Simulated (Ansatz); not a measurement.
Geometry optimisation, DFT PBE, scalar-relativistic, plane waves, PAW (Ansatz 0.2.0).

The input (input.yaml):

```yaml
accuracy: low
crystal:
  lattice:
    - [8.153795, 0.0, 0.0]
    - [0.0, 8.153795, 0.0]
    - [0.0, 0.0, 8.153795]
  atoms:
    - { symbol: S, position: [0.0759078, 0.6819006, 1.0368548] }
    - { symbol: C, position: [0.1699603, 0.690437, 0.8703082] }
    - { symbol: S, position: [0.2640128, 0.6989734, 0.7037615] }
    - { symbol: S, position: [0.0699267, 0.2289984, 0.0448202] }
    - { symbol: C, position: [0.0809252, 0.1215087, 0.2028757] }
    - { symbol: S, position: [0.0919238, 0.0140191, 0.3609312] }
    - { symbol: S, position: [0.4818203, 0.0797275, 0.9372566] }
    - { symbol: C, position: [0.4517248, 0.2644068, 0.9778071] }
    - { symbol: S, position: [0.4216292, 0.4490861, 1.0183575] }
    - { symbol: "N", position: [0.6053655, 0.4778451, 0.4440895] }
    - { symbol: H, position: [0.6440966, 0.4693824, 0.3258574] }
    - { symbol: H, position: [0.620083, 0.3645243, 0.494013] }
    - { symbol: H, position: [0.4824589, 0.4983882, 0.4393479] }
    - { symbol: "N", position: [0.5354607, 0.0918419, 0.3162382] }
    - { symbol: H, position: [0.588647, 0.0747574, 0.4277276] }
    - { symbol: H, position: [0.5018125, -0.0211989, 0.2757396] }
    - { symbol: H, position: [0.6259268, 0.1309711, 0.2398488] }
    - { symbol: "N", position: [0.8320633, 0.8029206, 0.6915792] }
    - { symbol: H, position: [0.8402822, 0.8168907, 0.5679352] }
    - { symbol: H, position: [0.9113213, 0.885229, 0.7415196] }
    - { symbol: H, position: [0.8780851, 0.6898982, 0.7172404] }
basis:
  ecutwfc: 420.0
kpoints:
  mp_grid: { grid: [1, 1, 1] }
hamiltonian:
  xc: pbe
scf:
  occupations: { method: fermi_dirac, width: 0.02 }
  lower_state_search: "off"
relax:
  f_tol: 0.3
  max_steps: 15
  adjacent_minimum: "off"
output:
  write_density: true
  write_potential: true
  elf: true
  volumetric_format: npy
```

Command:

```bash
$ ansatz run input.yaml --threads 1 --pin off --max-ram 3072MiB --backend cpu --events-out ev --progress --plain --runs-dir out
```

Where does it end, and by what steps?

The run converged. The threshold is loose, so the end isn't yet a minimum. The force dipped under the threshold on the way, but the program's further checks kept it going. Limits of this set-up: coarse k mesh, low accuracy level. After 14 steps the energy has fallen by 0.968 eV; H21 moved furthest, 1.54 Å.

```json
{"step": "0", "energy less start (eV)": "0.0000", "largest force component (eV/Å)": "0.401", "accepted": "yes"}
{"step": "1", "energy less start (eV)": "-0.2383", "largest force component (eV/Å)": "0.393", "accepted": "yes"}
{"step": "2", "energy less start (eV)": "-0.3722", "largest force component (eV/Å)": "0.647", "accepted": "yes"}
{"step": "3", "energy less start (eV)": "-0.4716", "largest force component (eV/Å)": "0.687", "accepted": "yes"}
{"step": "4", "energy less start (eV)": "-0.5482", "largest force component (eV/Å)": "0.517", "accepted": "yes"}
{"step": "5", "energy less start (eV)": "-0.6157", "largest force component (eV/Å)": "0.792", "accepted": "yes"}
{"step": "6", "energy less start (eV)": "-0.6885", "largest force component (eV/Å)": "0.654", "accepted": "yes"}
{"step": "7", "energy less start (eV)": "-0.7572", "largest force component (eV/Å)": "0.456", "accepted": "yes"}
{"step": "8", "energy less start (eV)": "-0.8203", "largest force component (eV/Å)": "0.494", "accepted": "yes"}
{"step": "9", "energy less start (eV)": "-0.8833", "largest force component (eV/Å)": "0.165", "accepted": "yes"}
{"step": "10", "energy less start (eV)": "-0.8833", "largest force component (eV/Å)": "0.165", "accepted": "yes"}
{"step": "11", "energy less start (eV)": "-0.9135", "largest force component (eV/Å)": "0.380", "accepted": "yes"}
{"step": "12", "energy less start (eV)": "-0.9323", "largest force component (eV/Å)": "0.685", "accepted": "yes"}
{"step": "13", "energy less start (eV)": "-0.9684", "largest force component (eV/Å)": "0.129", "accepted": "yes"}
{"step": "14", "energy less start (eV)": "-0.9684", "largest force component (eV/Å)": "0.130", "accepted": "yes"}
```

```xyz
21
Lattice="8.1538 0.0000 0.0000 0.0000 8.1538 0.0000 0.0000 0.0000 8.1538" Properties=species:S:1:pos:R:3
S 0.390 5.564 7.982
C 1.449 5.786 6.856
S 2.520 6.003 5.742
S -0.390 1.703 0.939
C 0.401 1.051 2.116
S 1.174 0.388 3.300
S 4.485 1.178 6.780
C 4.099 2.348 7.740
S 3.719 3.525 8.695
N 5.132 3.785 3.946
H 5.428 4.154 3.038
H 5.110 2.758 3.820
H 4.151 4.065 4.040
N 4.891 0.685 3.070
H 5.207 -0.111 3.645
H 3.925 0.494 2.790
H 5.440 0.654 2.207
N 6.241 6.510 4.829
H 7.121 6.545 4.306
H 6.482 6.796 5.784
H 5.976 5.512 4.867
```

The run took 46 s on 1 thread of Arm Neoverse V1 (shared host), peak memory 0.5 GiB.
